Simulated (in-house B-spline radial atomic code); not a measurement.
## Ionising the niobium ion Nb⁷⁺ with different functionals

Computed with an all-electron radial atomic-structure program (B-spline basis): scalar-relativistic (spin-free X2C) Hamiltonian, Fermi nucleus of rms radius 4.324 fm, spin-polarised at highest spin, spherical fractional occupations for the functionals, and exact exchange of hybrids averaged over the configuration. The ionisation energy is the difference of two self-consistent energies, [Ar] 3d10 4s2 4p4 → [Ar] 3d10 4s2 4p3, without Breit or QED terms; ε is the level of the shell that loses the electron (its least bound occupied spin orbital). There is no spin-orbit coupling in this Hamiltonian.

```json
{"method": "PBE0", "rung": "global hybrid", "ΔSCF (eV)": "137.09", "-ε(4p) (eV)": "130.69"}
{"method": "B3LYP", "rung": "global hybrid", "ΔSCF (eV)": "137.39", "-ε(4p) (eV)": "130.37"}
{"method": "TPSSh", "rung": "global hybrid", "ΔSCF (eV)": "136.99", "-ε(4p) (eV)": "129.33"}
{"method": "BHandHLYP", "rung": "global hybrid", "ΔSCF (eV)": "?", "-ε(4p) (eV)": "?"}
{"method": "r2SCAN0", "rung": "global hybrid", "ΔSCF (eV)": "136.83", "-ε(4p) (eV)": "130.71"}
{"method": "B97-1", "rung": "global hybrid", "ΔSCF (eV)": "137.13", "-ε(4p) (eV)": "130.28"}
{"method": "HSE06", "rung": "range-separated hybrid", "ΔSCF (eV)": "?", "-ε(4p) (eV)": "?"}
{"method": "wB97X", "rung": "range-separated hybrid", "ΔSCF (eV)": "137.32", "-ε(4p) (eV)": "133.30"}
{"method": "CAM-B3LYP", "rung": "range-separated hybrid", "ΔSCF (eV)": "137.39", "-ε(4p) (eV)": "132.36"}
{"method": "LC-wPBE", "rung": "range-separated hybrid", "ΔSCF (eV)": "137.37", "-ε(4p) (eV)": "133.81"}
```

Problem. What does HSE06 give?

Solution. ΔSCF 137.21 eV, and -ε(4p) = 130.27 eV.

Problem. What does BHandHLYP give?

Solution. ΔSCF 137.13 eV, and -ε(4p) = 132.88 eV.

Problem. Among the functionals, which spreads more, the ΔSCF values or the orbital energies?

Solution. The orbital energies: ΔSCF values span about 0.56 eV and the orbital energies 4.48 eV; here energy differences depend much less on the functional than eigenvalues do.

Problem. How do they compare with the NIST value?

Solution. NIST lists 136 eV ± 2.1 (tabulated theory, ground level to ground level). Errors run from +0.83 to +1.39 eV; all lie within about twice that uncertainty, so the table can't rank the methods.
